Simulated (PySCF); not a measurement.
# Radial density of K⁻ (potassium, charge -1)

UHF, [Ar] 4s2, closed-shell 1S. All numbers are calculated (PySCF 2.14, the spin-free X2C one-electron Hamiltonian (Gaussian nucleus), in aug-cc-pVTZ-X2C).

| r (bohr) | 4πr²ρ (e/bohr) |
| --- | --- |
| 0.00117 | 0.09425 |
| 0.00197 | 0.2477 |
| 0.00331 | 0.6397 |
| 0.00557 | 1.601 |
| 0.00938 | 3.795 |
| 0.0158 | 8.201 |
| 0.0265 | 15.14 |
| 0.0446 | 21.49 |
| 0.0751 | 20.62 |
| 0.126 | 15.76 |
| 0.212 | 20.84 |
| 0.357 | 19.63 |
| 0.601 | 6.277 |
| 1.01 | 6.603 |
| 1.70 | 3.867 |
| 2.86 | 0.5219 |
| 4.81 | 0.2854 |
| 8.09 | 0.1823 |
| 13.6 | 0.04347 |
| 22.9 | 0.0003718 |

Densities and radii are taken from the X2C orbitals without a picture-change correction, which distorts them close to the nucleus.

The outer electron is barely bound at this level, so radii and moments hang on the diffuse functions.
